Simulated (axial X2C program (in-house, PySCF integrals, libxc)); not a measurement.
ClMoCl⁺: properties at the nuclei

Computed with an in-house all-electron X2C program for linear molecules (integrals from PySCF): two-component X2C with atomic mean-field Coulomb and Gaunt terms, Gaussian nuclei, basis Cl dyall-av3z, Mo dyall-v3z with contracted cores.

Cl–Mo–Cl held linear, with bonds 2.184 and 2.184 Å (near the PBE0 minimum at charge 1 of the determinant lowest at the starting distance; the state shown can have its own minimum elsewhere, held linear; other orders of the atoms were not compared).

Determinant lowest in the PBE0 search, Ω = 3/2 (⟨Sz⟩ = 1.50, ⟨Lz⟩ = 0.00 at PBE0), spin on the atoms Cl -0.07, Mo 1.65, Cl -0.07:

```json
{"level": "PBE0", "A∥/gI Cl (MHz)": "13", "qzz Cl (a.u.)": "-0.64", "A∥/gI Mo (MHz)": "841", "qzz Mo (a.u.)": "-3.05"}
{"level": "HF", "A∥/gI Cl (MHz)": "-7.41", "qzz Cl (a.u.)": "-0.45", "A∥/gI Mo (MHz)": "615", "qzz Mo (a.u.)": "-3.76"}
{"level": "LDA", "A∥/gI Cl (MHz)": "14", "qzz Cl (a.u.)": "-0.75", "A∥/gI Mo (MHz)": "998", "qzz Mo (a.u.)": "-2.88"}
```

Determinant 0.44 eV from it at PBE0 and this distance, Ω = 1/2 (⟨Sz⟩ = 1.50, ⟨Lz⟩ = -1.00 at PBE0), spin on the atoms Cl -0.01, Mo 1.52, Cl -0.01:

```
level  A∥/gI Cl (MHz)  qzz Cl (a.u.)  A∥/gI Mo (MHz)  qzz Mo (a.u.)
 PBE0            -347           0.01           -2300          -2.99
   HF            -316           0.04           -3000          -2.68
  LDA            -370          -0.09           -1880          -3.38
```

A∥ (defined per Ω) follows by multiplying with gI = μI/(I μN); qzz is the electric field gradient, eQq0 = 234.96 MHz × Q/barn × qzz. The operators were transformed with the bare-nucleus X2C matrices; with these basis sets, hyperfine constants and field gradients can be off by tens of per cent, and where levels differ in sign neither size nor sign is settled.

Q: With Q(35Cl) = -0.08112 barn, gI(95Mo) = -0.3657, Q(95Mo) = -0.022 barn (g factors from the IAEA table of nuclear moments by Stone; Q from Pyykkö, Mol. Phys. 2018), turn the PBE0 values of the first state into constants in MHz.

A: eQq0(35Cl) = 234.96 × (-0.08112) × (-0.64) = 12.2 MHz; A∥(95Mo) = 841 × -0.3657 = -308 MHz; eQq0(95Mo) = 234.96 × (-0.022) × (-3.05) = 15.8 MHz.

The molecule was held linear; bending was not examined, so a bent shape may lie lower.

Each state is one determinant with collinear spin, which with several unpaired electrons need not be a pure state. Unrestricted Hartree–Fock can overshoot spin polarisation at the nuclei. This is the top spin component of a Σ state; components of lower Ω are not single determinants and can lie lower. With several open shells hyperfine constants can be off by a factor of several. States lie within half an eV, so the first need not be the ground state. PBE0 term energies can be off by some tenths of an eV.
